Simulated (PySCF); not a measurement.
## Dy⁴⁷⁺ (dysprosium, charge +47) across methods

[Ar] 3d1, 2D determinant. Calculation: PySCF 2.14, in an uncontracted even-tempered set (16 s from 10 bohr⁻², ratio 2.5; 10 p from 13 bohr⁻², ratio 2.5; 7 d from 13 bohr⁻², ratio 2.5; 4 f from 45 bohr⁻², ratio 2.7; 3 g from 68 bohr⁻², ratio 2.7); the non-relativistic Hamiltonian (point nucleus). The B2PLYP total includes its PT2 part (frozen core); its orbital energies are those of the SCF part.

```json
{"method": "B2PLYP", "E (hartree)": "-9662.61", "mean ε 3p α (eV)": "-4128.3", "mean ε 3p β (eV)": "-4120.0", "mean ε 3d α (eV)": "-3911.7", "Σ⟨r²⟩ (bohr²)": "0.5785", "⟨S²⟩": "0.750"}
{"method": "PBE", "E (hartree)": "-9662.02", "mean ε 3p α (eV)": "-4098.5", "mean ε 3p β (eV)": "-4093.3", "mean ε 3d α (eV)": "-3880.0", "Σ⟨r²⟩ (bohr²)": "0.5783", "⟨S²⟩": "0.750"}
{"method": "r2SCAN", "E (hartree)": "-9662.53", "mean ε 3p α (eV)": "-4103.8", "mean ε 3p β (eV)": "-4097.7", "mean ε 3d α (eV)": "-3885.4", "Σ⟨r²⟩ (bohr²)": "0.5785", "⟨S²⟩": "0.750"}
{"method": "PBE0", "E (hartree)": "-9662.14", "mean ε 3p α (eV)": "-4112.9", "mean ε 3p β (eV)": "-4106.2", "mean ε 3d α (eV)": "-3894.9", "Σ⟨r²⟩ (bohr²)": "0.5784", "⟨S²⟩": "0.750"}
{"method": "LDA", "E (hartree)": "-9654.74", "mean ε 3p α (eV)": "-4097.0", "mean ε 3p β (eV)": "-4091.6", "mean ε 3d α (eV)": "-3877.4", "Σ⟨r²⟩ (bohr²)": "0.5787", "⟨S²⟩": "0.750"}
{"method": "B3LYP", "E (hartree)": "-9662.42", "mean ε 3p α (eV)": "-4110.0", "mean ε 3p β (eV)": "-4103.6", "mean ε 3d α (eV)": "-3892.5", "Σ⟨r²⟩ (bohr²)": "0.5783", "⟨S²⟩": "0.750"}
```

(1) Estimate the same row for UHF.

A non-relativistic calculation at this Z misses sizeable relativistic shifts. Spin-orbit coupling, absent here, splits the open shell strongly.

Answers

(1) E (hartree) = -9661.55458; mean ε 3p α (eV) = -4154.0; mean ε 3p β (eV) = -4142.9; mean ε 3d α (eV) = -3938.4; Σ⟨r²⟩ (bohr²) = 0.5787; ⟨S²⟩ = 0.750.
